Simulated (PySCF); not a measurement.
Compound: C7H8NP.
Geometry (GFN2-xTB, Å), atoms numbered from 1 in this order:
```xyz
17
C7H8NP angstrom
C      2.9649   -0.1793    0.0621
C      2.4024    0.2197    1.2582
P      0.6998    0.3899    1.5252
C      0.1232   -0.0758   -0.0640
C     -1.3293   -0.0888   -0.3219
C     -2.2171    0.9291    0.3465
C     -2.2772   -0.4947    0.7773
C      0.9957   -0.4327   -1.0834
N      2.3135   -0.4861   -1.0448
H      4.0441   -0.2596   -0.0187
H      3.0544    0.4431    2.0933
H     -1.5943   -0.3834   -1.3312
H     -3.0402    1.3381   -0.2194
H     -1.7401    1.6401    1.0070
H     -3.1427   -1.0833    0.5139
H     -1.8390   -0.7565    1.7307
H      0.5750   -0.7078   -2.0474
```

IAO charges (e) from the PBE0/pcSseg-1 density (PySCF), one withheld:

```json
{"atom": "C1", "bonded to": "C2 N9 H10", "charge": "-0.0052"}
{"atom": "C2", "bonded to": "C1 P3 H11", "charge": "-0.4018"}
{"atom": "P3", "bonded to": "C2 C4", "charge": "+0.3697"}
{"atom": "C4", "bonded to": "P3 C5 C8", "charge": "?"}
{"atom": "C5", "bonded to": "C4 C6 C7 H12", "charge": "-0.1341"}
{"atom": "C6", "bonded to": "C5 C7 H13 H14", "charge": "-0.2833"}
{"atom": "C7", "bonded to": "C6 C5 H15 H16", "charge": "-0.2829"}
{"atom": "C8", "bonded to": "C4 N9 H17", "charge": "-0.0077"}
{"atom": "N9", "bonded to": "C8 C1", "charge": "-0.2709"}
{"atom": "H10", "bonded to": "C1", "charge": "+0.1561"}
{"atom": "H11", "bonded to": "C2", "charge": "+0.1697"}
{"atom": "H12", "bonded to": "C5", "charge": "+0.1474"}
{"atom": "H13", "bonded to": "C6", "charge": "+0.1553"}
{"atom": "H14", "bonded to": "C6", "charge": "+0.1513"}
{"atom": "H15", "bonded to": "C7", "charge": "+0.1552"}
{"atom": "H16", "bonded to": "C7", "charge": "+0.1512"}
{"atom": "H17", "bonded to": "C8", "charge": "+0.1480"}
```

Problem. What is the charge on C4?

Solution. The charges add up to the total charge, 0. The others sum to +0.2180, which leaves -0.2180 e for C4 (substituted aromatic carbon); the computed value is -0.2178, the difference coming from rounding.

Problem. Add each hydrogen's charge to the atom that carries it.

Solution. C1 +0.1509, C2 -0.2321, C5 +0.0133, C6 +0.0233, C7 +0.0235, C8 +0.1403. Atoms without hydrogen keep their charges.

Problem. Across which bond do the charges differ most?

Solution. P3–C2: +0.3697 on P3 against -0.4018 on C2, a difference of 0.7715 e. The lower charge is on the more electronegative element of the two (Pauling values: C 2.55, P 2.19).

Problem. Take the bonds between elements whose Pauling electronegativities differ by more than 0.25. In how many does the more electronegative atom carry the lower charge?

Solution. In 12 of 12.

Problem. How much positive and how much negative charge does this set hold in all?

Solution. +1.6039 e on 9 atoms and -1.6037 e on 8.

The IAO scheme projects the occupied orbitals on a minimal set of polarised atomic orbitals and counts the electrons in each atom's part of it. One conformer (not necessarily the lowest) at the GFN2-xTB geometry, without solvent, vibrations or thermal averaging.
